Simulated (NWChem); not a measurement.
System: BH₃S; SMILES SB

```xyz
5

B      0.0120    -1.2151     0.0000
H      1.0789    -1.7743     0.0000
H     -1.0347    -1.8101     0.0000
S      0.0719     0.5529     0.0000
H     -1.2547     0.8144     0.0000
```
Atoms are numbered in this order, from 1.

Computed with NWChem. All runs use the structure optimised with PBE0/def2-SVP. Vertical excitations in the gas phase; the lowest state need not have the same character in each row.

Problem. Order these by “lowest excitation, singlet (eV)”, lowest first: PBE/def2-SVP, TDA; B3LYP/def2-SVP, TDA; CAM-B3LYP/def2-SVP, TDA.

Solution. PBE/def2-SVP, TDA (5.89), B3LYP/def2-SVP, TDA (6.21), CAM-B3LYP/def2-SVP, TDA (6.33)
